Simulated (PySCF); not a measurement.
Successive ionisation energies of one element at GHF (spin-free), starting from the ion with 16 electrons. Calculated with PySCF 2.14, two-component X2C-1e (Gaussian nucleus, no Breit or QED terms), each ion in its own even-tempered basis; GMP2 freezes the deep shells of the larger ions and drops the highest virtual spinors; eV.

737.03, 796.02, 840.56, 886.46, 984.95, 1035.7, 2552.5, 2682.2, 2814.5, 2994.3, 3132.8, 3274.1

Task: Which element is it?

Result: Selenium (Se, Z = 34); the list starts at Se(18+). The hydrogenic estimate 13.606 eV × (q + 1)²/n² with q = 18 and n = 3 gives 545.74 eV for the first entry, a lower bound because the other electrons screen the nucleus only in part.
